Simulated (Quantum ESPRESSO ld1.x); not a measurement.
Input file for ld1.x (Quantum ESPRESSO 7.5):

```
 &input
    zed=79.0,
    iswitch=1,
    rel=2,
    dft='PW91',
    config='[Xe] 4f14 5d10',
    rel_dist='energy',
    verbosity='high',
    lsmall=.true.,
    prefix='ld1',
    max_out_wfc=37,
    file_charge='ld1.rho',
 /
```

Command: `OMP_NUM_THREADS=1 ld1.x < ld1.in > ld1.out`

Output (excerpt):

```
     Program LD1 v.7.5 starts

     --------------------------- All-electron run ----------------------------

     dirac relativistic calculation

     atomic number is 79.00
     dft =PW91   lsd =0 sic =0 latt =0  beta=0.20 tr2=1.0E-14
     Exchange-correlation= PW91
                           (   1   4   2   2   0   0   0)
     mesh =2123 r(mesh) = 100.13829 a.u. xmin = -8.00 dx = 0.00800
     1 Ry =  13.60569312 eV, c = 137.03599908

     n l j   nl                  e(Ry)          e(Ha)          e(eV)
     Spin orbit split results
     1 0 0.5 1S 1( 2.00)   -5929.245946133   -2964.622973067 -80671.5007938
     2 0 0.5 2S 1( 2.00)   -1045.805486016    -522.902743008 -14228.9085091
     2 1 0.5 2P 1( 2.00)   -1002.780582715    -501.390291357 -13643.5248781
     2 1 1.5 2P 1( 4.00)    -867.807427232    -433.903713616 -11807.1215448
     3 0 0.5 3S 1( 2.00)    -247.283030930    -123.641515465  -3364.4570334
     3 1 0.5 3P 1( 2.00)    -227.965798183    -113.982899091  -3101.6326926
     3 1 1.5 3P 1( 4.00)    -198.181540565     -99.090770282  -2696.3972236
     4 0 0.5 4S 1( 2.00)     -54.155503303     -27.077751651   -736.8231589
     4 1 0.5 4P 1( 2.00)     -45.921209129     -22.960604565   -624.7898792
     4 1 1.5 4P 1( 4.00)     -38.776984631     -19.388492315   -527.5877531
     3 2 1.5 3D 1( 4.00)    -166.158301515     -83.079150757  -2260.6988602
     3 2 2.5 3D 1( 6.00)    -159.758451264     -79.879225632  -2173.6244617
     5 0 0.5 5S 1( 2.00)      -8.579806495      -4.289903247   -116.7342142
     5 1 0.5 5P 1( 2.00)      -5.914049173      -2.957024586    -80.4647382
     5 1 1.5 5P 1( 4.00)      -4.702996466      -2.351498233    -63.9875267
     4 2 1.5 4D 1( 4.00)     -25.318927914     -12.659463957   -344.4815634
     4 2 2.5 4D 1( 6.00)     -23.988856943     -11.994428471   -326.3850259
     4 3 2.5 4F 1( 6.00)      -6.732331170      -3.366165585    -91.5980319
     4 3 3.5 4F 1( 8.00)      -6.452149679      -3.226074840    -87.7859685
     5 2 1.5 5D 1( 4.00)      -1.203575747      -0.601787874    -16.3754823
     5 2 2.5 5D 1( 6.00)      -1.088234545      -0.544117272    -14.8061853
     Averaged results
     1 0     1S 1( 2.00)   -5929.245946133   -2964.622973067 -80671.5007938
     2 0     2S 1( 2.00)   -1045.805486016    -522.902743008 -14228.9085091
     2 1     2P 1( 6.00)    -912.798479060    -456.399239530 -12419.2559892
     3 0     3S 1( 2.00)    -247.283030930    -123.641515465  -3364.4570334
     3 1     3P 1( 6.00)    -208.109626438    -104.054813219  -2831.4757133
     4 0     4S 1( 2.00)     -54.155503303     -27.077751651   -736.8231589
     4 1     4P 1( 6.00)     -41.158392797     -20.579196399   -559.9884618
     3 2     3D 1(10.00)    -162.318391364     -81.159195682  -2208.4542211
     5 0     5S 1( 2.00)      -8.579806495      -4.289903247   -116.7342142
     5 1     5P 1( 6.00)      -5.106680701      -2.553340351    -69.4799305
     4 2     4D 1(10.00)     -24.520885331     -12.260442666   -333.6236409
     4 3     4F 1(14.00)      -6.572227461      -3.286113731    -89.4197100
     5 2     5D 1(10.00)      -1.134371026      -0.567185513    -15.4339041

     final scf error:  8.8E-15 reached in  27 iterations

     Etot =  -38099.122592 Ry,  -19049.561296 Ha, -518364.970239 eV

     Ekin =   43788.041053 Ry,   21894.020526 Ha,  595766.649019 eV
     Encl =  -95932.839770 Ry,  -47966.419885 Ha,-1305232.778328 eV
     Eh   =   14779.936180 Ry,    7389.968090 Ha,  201091.276039 eV
     Exc  =    -734.260054 Ry,    -367.130027 Ha,   -9990.116969 eV
```

Run on one thread of a shared host, so times are rough (Intel(R) Xeon(R) Processor @ 2.60GHz): 0.84 s of CPU time, 1 s wall, 27 iterations on 2123 mesh points.
